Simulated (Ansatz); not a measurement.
Z-matrix (Å, degrees):
```
Si
C 1 1.894
H 1 1.486 2 110.1
H 1 1.487 2 109.2 3 119.6
H 1 1.486 2 110.8 3 -120.5
B 2 1.538 1 107.6 3 65.5
H 2 1.094 1 105.2 3 -58.0
H 2 1.095 1 104.8 3 -173.8
As 6 2.012 2 123.2 1 -83.9
H 6 1.198 2 120.1 1 84.8
H 9 1.515 6 97.0 2 -142.3
H 9 1.517 6 98.8 2 -45.1
```

The species carries charge 0 and has multiplicity 1.

List the B3LYP/def2-TZVPP orbital energies in eV (Ansatz). (Estimate.)

Ansatz gave: Occupied: -11587.74, -1799.11, -1464.63, -1309.19, -1309.17, -1309.15, -276.54, -189.81, -184.00, -143.65, -137.00, -136.95, -136.86, -98.97, -98.96, -98.96, -44.20, -44.17, -44.09, -44.07, -44.03, -19.64, -17.18, -14.42, -13.01, -12.01, -10.54, -9.85, -9.49, -9.37, -8.98, -8.65, -6.91. Lowest empty: -1.66, 0.06, 0.61, 0.91, 1.12, 1.21, 1.72, 1.86.

B3LYP here is the variant with VWN-RPA as its local correlation; programs differ in this.
